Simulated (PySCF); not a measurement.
CH7ClOSi2, SMILES [SiH2](Cl)OC[SiH3]. Atoms are numbered in the order given.

```xyz
12

Si    -2.5339     0.7907    -0.2912
C     -0.9340     0.1048    -1.0899
O     -0.3635    -0.9492    -0.3052
Si     0.7998    -0.7324     0.8714
Cl     2.4423     0.2712     0.0672
H     -3.1046     1.8747    -1.1667
H     -2.2212     1.3591     1.0657
H     -3.5386    -0.3156    -0.1371
H     -1.1759    -0.3115    -2.0921
H     -0.2013     0.9266    -1.2658
H      1.2016    -2.1046     1.2976
H      0.3102     0.1095     2.0128
```

Geometry optimised at PBE-D3(BJ)/def2-SVP. This is a generated structure with no PubChem entry under its InChIKey; it may be hypothetical. One conformer was computed; it need not be the lowest.

Method: CAM-B3LYP/def2-TZVP in PySCF.

ESP charges are fitted to the potential on shells at 1.4 to 2.0 van der Waals radii. Atomic charges (e):

```
atom  Löwdin  ESP fit  Mulliken
----  ------  -------  --------
Si1        …     0.30      0.23
C2         …    -0.15     -0.18
O3         …    -0.26     -0.37
Si4    -0.10     0.25      0.50
Cl5        …    -0.15     -0.25
H6     -0.04    -0.08     -0.04
H7     -0.04    -0.07     -0.04
H8     -0.04    -0.06     -0.04
H9      0.13     0.12      0.13
H10     0.13     0.11      0.12
H11    -0.04     0.00     -0.03
H12    -0.04    -0.01     -0.04
```

Problem. What belongs in the gaps? (Estimate from the structure and the level; the computed values follow.)

Solution. 
- Si1, Löwdin: 0.28
- C2, Löwdin: -0.47
- O3, Löwdin: 0.04
- Cl5, Löwdin: 0.18

Computed Mayer and Wiberg (Löwdin basis) orders of the bonds:
```csv
bond,Mayer,Wiberg
Si1–C2,0.97,1.17
C2–O3,0.90,1.45
O3–Si4,1.17,1.58
Si4–Cl5,1.14,1.78
Si1–H6,0.95,0.95
Si1–H7,0.96,0.96
Si1–H8,0.96,0.96
C2–H9,0.95,0.88
C2–H10,0.94,0.88
Si4–H11,0.95,0.95
Si4–H12,0.94,0.95
```
